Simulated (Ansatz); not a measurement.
The same path of ClH + H4Sn (7 atoms, charge 0, multiplicity 1) was run twice with different band settings. Lost on the way: Sn1–H2, H6–Cl7. Made: Sn1–Cl7, H2–H6.

Theory: RKS PBE-D4/def2-mTZVP in Ansatz 0.2.0.

Relaxed end points:

```xyz
7
Properties=species:S:1:pos:R:3
Sn -0.772 0.836 -0.193
H 0.155 -0.631 -0.147
H -0.778 1.406 -1.815
H -2.367 0.470 0.331
H -0.030 1.977 0.854
H 1.401 -1.629 0.307
Cl 2.391 -2.429 0.663
```

```xyz
7
Properties=species:S:1:pos:R:3
Sn -0.179 1.024 0.310
H -0.237 -2.378 -1.191
H 0.047 1.054 -1.393
H -1.538 0.092 0.793
H -0.159 2.592 1.014
H 0.346 -2.289 -0.726
Cl 1.720 -0.096 1.193
```

Common settings: movable images 7; climbing image yes; spring 5.0 eV/Å²; optimiser quadratic models (default); start path through a guess of the saddle point; force threshold 0.05 eV/Å; end points relaxed.

| run | iteration limit |
| --- | --- |
| 1 | 60 |
| 2 | 10 |

(1) What does each run give, and how far can it be trusted?

Answers

(1) Run 1: converged after 10 iterations, highest image 1.099 eV above the first end. A vibrational analysis at the climbing image gives 2 clearly imaginary modes (968i, 130i cm⁻¹): a point of higher order, so a lower path passes nearby.
Run 2: converged after 10 iterations, highest image 1.099 eV above the first end. Another band between the same ends (7 images) ends at a top of the same energy, where a vibrational analysis finds 2 clearly imaginary modes.
The orbitals stay closed-shell, which can raise the energy where a bond breaks towards radicals; this wasn't checked here.
